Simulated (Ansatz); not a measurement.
**Redistribution: C4H9FO + Al(CH3)2F → C3H7FO + C3H8AlF**

Species: C4H9FO `CCOCCF`, singlet; Al(CH3)2F, singlet; C3H7FO (2-fluoroethyl methyl ether) `COCCF`, singlet; C3H8AlF `C[CH2][Al]([CH3])[F]`, singlet. The partners trade CH3 for H; both sit on C, so the bond types are kept.

Shapes, held fixed at every level: PBE0-D4/def2-TZVP. Flexible molecules stand in one conformer, not always the lowest. Programs: Ansatz 0.2.0. Electronic energies: no zero-point or thermal term.

```
               level                    kind  ΔE (kJ/mol)  less CCSD(T)/CBS estimate
         HF/def2-SVP            Hartree–Fock        +36.1                       +3.2
    SPW92/def2-TZVPP                     LDA        +30.5                       -2.4
  PBE0-D4/def2-TZVPP           global hybrid        +30.1                       -2.8
  wB97M-V/def2-TZVPP  range-separated hybrid        +31.2                       -1.7
  wB97X-V/def2-TZVPP  range-separated hybrid        +31.0                       -1.9
      MP2/def2-TZVPP     perturbation theory        +32.1                       -0.8
     CCSD/def2-TZVPP   coupled cluster or CI        +32.8                       -0.1
CCSD(T)/CBS estimate   coupled cluster or CI        +32.9                        0.0
```

The highest level, CCSD(T)/CBS estimate, gives ΔE = +32.9 kJ/mol; the levels span +30.1 to +36.1. The column of differences is taken from that level and isn't an error. No measured value is set beside it here. The CBS estimate extrapolates MP2 from def2-TZVPP and def2-QZVPP and adds CCSD(T) − MP2 in the triple-zeta set, cores frozen.
